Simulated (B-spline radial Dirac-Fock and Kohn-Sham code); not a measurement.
## I¹⁵⁺: eigenvalues, ΔSCF and the reference

System: I¹⁵⁺ in the configuration [Kr] 4d2.

The density-functional columns are spherical, spin-unpolarised Dirac-Kohn-Sham results without Breit or QED terms: −ε is minus the orbital energy of the initial state and ΔSCF the difference of two total energies. The reference in the last column comes from relaxed Dirac-Fock hole states (ΔSCF) with Breit and QED corrections and a finite nucleus. All numbers are from an atomic code on a B-spline grid, in eV; a selection of levels is shown. For the 1s level of heavy atoms much of the gap between ΔSCF and the reference is the Breit and QED part, -116.4 eV here; for other levels the error of the functional can be larger.

```
     level   LDA −ε  LDA ΔSCF  Dirac-Fock
    K (1s)  33277.6   33650.6     33544.9
   L1 (2s)   5442.5    5518.5      5570.8
L2 (2p1/2)   5131.6    5223.9      5229.6
L3 (2p3/2)   4833.2    4920.0      4934.5
   M1 (3s)   1369.2    1400.4      1436.7
M2 (3p1/2)   1240.8    1272.9      1296.0
M3 (3p3/2)   1183.9    1215.1      1238.5
M4 (3d3/2)    958.0     992.2       993.2
M5 (3d5/2)    945.9     979.7       981.4
   N1 (4s)    491.0     507.0       515.6
N2 (4p1/2)    443.5     459.1       458.9
N3 (4p3/2)    429.9     445.2       445.6
 N4,5 (4d)    349.1     363.8       362.0
```

Values without a named source are computed, but for edge energies of neutral atoms, which are taken from tables.
